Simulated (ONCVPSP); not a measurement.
LDA (Perdew-Wang 92) ONCV dataset for Pt (Z = 78), scalar-relativistic all-electron reference.

platinum, optimised norm-conserving Vanderbilt (ONCV), made with ONCVPSP 4.0.1 (LDA (Perdew-Wang 92), scalar-relativistic). Core [Kr] 4d10 4f14, reference 5s2 5p6 5d10. Waves: 5s: rc 0.90 bohr, ncon 4, nbas 7, qcut 7.5 1/bohr, 2 projectors, debl 3.5 Ha; 5p: rc 1.35 bohr, ncon 4, nbas 8, qcut 9.3 1/bohr, 1 projector; 5d: rc 1.65 bohr, ncon 4, nbas 8, qcut 6.8 1/bohr, 2 projectors, debl 2.5 Ha. Local part: polynomial inside 0.75 bohr (lpopt 2, dvloc0 0 Ha). Core correction: Teter function, fcfact 3, rcfact 1.55.

All-electron outer shells of the reference configuration (LDA (PZ), scalar-relativistic, ld1.x):

```
shell  level (eV)  outermost node (bohr)  outermost maximum (bohr)
   4f      -68.07                      –                      0.38
   5p      -54.03                   0.53                      0.98
   5d       -4.72                   0.57                      1.28
```

(1) Does the generator finish with these settings?

## Answers

(1) No. ONCVPSP 4.0.1 stopped with "ERROR pspot: first pseudo wave function has node, program will stop": the optimised pseudo-wave of the first projector has a node, so the radial equation cannot be inverted for a potential. It happened in the s channel.
